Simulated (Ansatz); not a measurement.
Computed with Ansatz on PBE0-D4/def2-TZVP structures; ΔE is electronic, products minus reactants. CBS: MP2 limit from def2 TZ/QZ plus the TZ coupled-cluster correction, frozen cores. This one scheme is used for every species. Functionals use def2-TZVPP. B3LYP here is the variant with VWN-RPA as its local correlation; programs differ in this. HSE06 is defined as in plane-wave codes. Elements past krypton have def2 core potentials. For In, Se outer-core shells are correlated without core-valence functions, which leaves a few kJ/mol of doubt a bond. Scalar relativity is left out up to krypton. Each species was taken in one conformer, which may not be the lowest.

Consider the formal exchange of groups at the Se–B bond: `ClB(Cl)[SeH]` + `[CH3][InH][Cl]` → `[CH3][In]([Cl])[SeH]` + `ClBCl`.

| level | ΔE (kJ/mol) | difference from CCSD(T)/CBS |
| --- | --- | --- |
| LDA (SPW92) | -38.4 | 19.7 |
| PBE-D4 | -47.4 | 10.7 |
| revPBE-D4 | -43.3 | 14.8 |
| BLYP-D4 | -52.7 | 5.4 |
| r2SCAN-D4 | -51.5 | 6.6 |
| B97M-V | -41.2 | 16.9 |
| PBE0-D4 | -51.6 | 6.5 |
| B3LYP-D4 | -56.1 | 2.0 |
| r2SCANh-D4 | -52.7 | 5.4 |
| r2SCAN0-D4 | -54.6 | 3.5 |
| HSE06-D4 | -52.0 | 6.1 |
| CAM-B3LYP-D4 | -55.0 | 3.1 |
| ωB97X-V | -53.5 | 4.6 |
| B2PLYP | -59.2 | -1.1 |
| PBE-QIDH | -55.1 | 3.0 |
| PBE | -49.7 | 8.4 |
| revPBE | -52.4 | 5.7 |
| r2SCAN | -51.7 | 6.4 |
| PBE0 | -53.3 | 4.8 |
| B3LYP | -60.3 | -2.2 |
| r2SCANh | -53.0 | 5.1 |
| r2SCAN0 | -54.9 | 3.2 |
| HSE06 | -53.5 | 4.6 |
| BHLYP | -64.6 | -6.5 |
| CAM-B3LYP | -56.6 | 1.5 |
| LC-ωPBE | -49.9 | 8.2 |
| RPA@PBE/def2-TZVPP | -51.9 | 6.2 |
| HF/def2-SVP | -70.3 | -12.2 |
| CCSD/def2-SVP | -59.8 | -1.7 |
| CCSD(T)/def2-SVP | -57.7 | 0.4 |
| HF/def2-TZVPP | -74.7 | -16.6 |
| MP2/def2-TZVPP | -54.8 | 3.3 |
| CCSD/def2-TZVPP | -57.2 | 0.9 |
| CCSD(T)/def2-TZVPP | -55.0 | 3.1 |
| HF/def2-QZVPP | -74.9 | -16.8 |
| MP2/def2-QZVPP | -56.7 | 1.4 |
| SCS-MP2/def2-QZVPP | -58.6 | -0.5 |
| HF/CBS(def2) | -75.0 | -16.9 |
| MP2/CBS(def2) | -58.0 | 0.1 |
| CCSD/CBS(def2) | -60.4 | -2.3 |
| CCSD(T)/CBS | -58.1 | 0 |

Largest T1 diagnostic among the species: 0.012.

From PBE to PBE0 (25 % exact exchange), in def2-TZVPP and without D4, ΔE moves by −3.6 kJ/mol. The D4 term adds +4.2 kJ/mol with B3LYP and +1.8 kJ/mol with PBE0; it sums over pairs of atoms, weighted by their polarisabilities, and B3LYP, whose exchange is more repulsive, gets the larger term. Leaving LDA and LC-ωPBE aside and taking each functional with its dispersion term where it has one, the values, not all of them listed here, spread over 21.3 kJ/mol, from BHLYP-D4 to B97M-V. LDA lies +11.3 kJ/mol from PBE without D4.
